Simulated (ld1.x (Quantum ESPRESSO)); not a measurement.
# Varying the PAW potential for arsenic

Base potential:

arsenic (As), PAW, made with ld1.x (Quantum ESPRESSO) 7.5 (PBEsol, scalar-relativistic). Core [Ne], reference 3s2 3p6 3d10 4s2 4p3. Waves: 3s (bound): rcut 0.80, rcutus 1.00 bohr; 4s (bound): rcut 0.80, rcutus 1.00 bohr; 3p (bound): rcut 0.85, rcutus 1.10 bohr; 4p (bound): rcut 0.85, rcutus 1.10 bohr; 3d (bound): rcut 0.60, rcutus 0.65 bohr; 3d channel at -0.95 Ry: rcut 0.60, rcutus 0.65 bohr. Local part: all-electron potential smoothed inside 0.65 bohr (lloc = -2). Core correction: a·sin(br)/r model core, default radius (ld1.x builds one for every PAW set, though the input has nlcc=.false.). Augmentation charge: BESSEL, radius 0.60 bohr.

Cutoffs, loose and tight: the cutoffs (Ry, on a coarse ladder) from which the occupation-weighted sum of valence levels, in a spherical-Bessel basis at the reference potential, stays within 10 and 1 mRy of its value at 400 Ry. They do not see the model core or the augmentation charge, which bear on the density cutoff. Test errors are all-electron minus pseudo excitation energies from the reference, over the configurations 3s2 3p6 3d10 4s2 4p2; 3s2 3p6 3d10 4s2 4p1; 3s2 3p6 3d10 4s2 4p0; 3s2 3p5 3d10 4s2 4p3; 3s1 3p6 3d10 4s2 4p3; 3s2 3p6 3d10 4s1 4p4; 3s2 3p6 3d9 4s2 4p4. A dash means not determined; rows that change the core or the reference have their own tests. The largest error is taken over the tests solved by every variant that gives reliable tests at all: 3s2 3p6 3d10 4s2 4p0; 3s2 3p6 3d10 4s2 4p1; 3s2 3p6 3d10 4s2 4p2.

A true bound ghost makes a file unfit for plane-wave use even where its test errors are small: the radial tests pick states by their node count and pass the ghost by.

Cutoffs are not given where the Bessel-basis levels miss the radial ones by over 6 mRy, ghosts where they miss by over 20 mRy; a channel whose overlap is not positive is not tested.

The default core radius of the base comes out at 0.27 bohr.

A file whose overlap is not positive is unfit for use, and its test errors describe a broken file.

| change | outcome | cutoff, loose | cutoff, tight | bound ghosts | largest test error (meV) |
| --- | --- | --- | --- | --- | --- |
| base | generated, overlap not positive | – | – | not determined (overlap not positive) | +36 |
| waves 3s (bound): rcut 0.80, rcutus 1.30 bohr; 4s (bound): rcut 0.80, rcutus 1.30 bohr | generated, overlap not positive | – | – | not determined (overlap not positive) | +22 |
| core correction a·sin(br)/r model core inside 0.40 bohr | generated, overlap not positive | – | – | not determined (overlap not positive) | +37 |
| waves 3p (bound): rcut 0.64, rcutus 0.68 bohr; 4p (bound): rcut 0.64, rcutus 0.68 bohr | generated | over 300 Ry | over 300 Ry | none | -4.6 |
| type TM; waves now 3s (bound): rc 1.00 bohr; 3p (bound): rc 1.10 bohr; 3d (bound): rc 0.65 bohr; local potential all-electron potential smoothed inside 0.85 bohr (lloc = -1); core correction none | generated, misses its reference levels by 0.77 eV | – | – | none | -378 |
| waves 3d (bound): rcut 0.38, rcutus 0.40 bohr; 3d channel at -0.95 Ry: rcut 0.38, rcutus 0.40 bohr | generated, overlap not positive | – | – | not determined (overlap not positive) | +36 |
| wave 3d channel at -0.95 Ry: rcut 0.60, rcutus 0.65 bohr becomes 3d channel at -1.86 Ry: rcut 0.60, rcutus 0.65 bohr | generated, overlap not positive | – | – | not determined (overlap not positive) | +36 |
| core [Ar], valence charge 15; reference 3d10 4s2 4p3; waves now 4s (bound): rcut 1.20, rcutus 1.60 bohr; 4s channel at 3.4 Ry: rcut 1.20, rcutus 1.60 bohr; 4p (bound): rcut 1.40, rcutus 1.50 bohr; 4p channel at 0.35 Ry: rcut 1.40, rcutus 1.50 bohr; 3d (bound): rcut 0.75, rcutus 1.00 bohr; 3d channel at -0.95 Ry: rcut 0.75, rcutus 1.00 bohr; local potential all-electron potential smoothed inside 0.80 bohr (lloc = -1); core correction a·sin(br)/r model core, default radius (core density twice the valence density) | generated | 160 Ry | 260 Ry | s, p | -330 |
| all radii but the core radius scaled by about 1.13 (s 1.12, p 1.24, d 0.74 bohr, rcut 0.90/0.96/0.68); local potential all-electron potential smoothed inside 0.74 bohr (lloc = -2); augmentation BESSEL, radius 0.68 bohr | generated, overlap not positive | – | – | not determined (overlap not positive) | -130 |
| augmentation PSQ, radius 0.45 bohr | generated, overlap not positive | – | – | not determined (overlap not positive) | -9.1 |
| local potential all-electron potential smoothed inside 0.40 bohr (lloc = -2) | generated, overlap not positive | – | – | not determined (overlap not positive) | +34 |
| reference 3s2 3p6 3d10 4s2 4p2.5 | generated, overlap not positive | – | – | not determined (overlap not positive) | +6.2 over the solved tests; test run stopped at test 4 of 7 (negative rho) |

Q: What comes out with this change to the base: local potential all-electron potential smoothed inside 0.95 bohr (lloc = -1)?

A: outcome: generated, overlap not positive; bound ghosts: not determined (overlap not positive); largest test error (meV): +11. A file whose overlap is not positive is unfit for use, and its test errors describe a broken file.
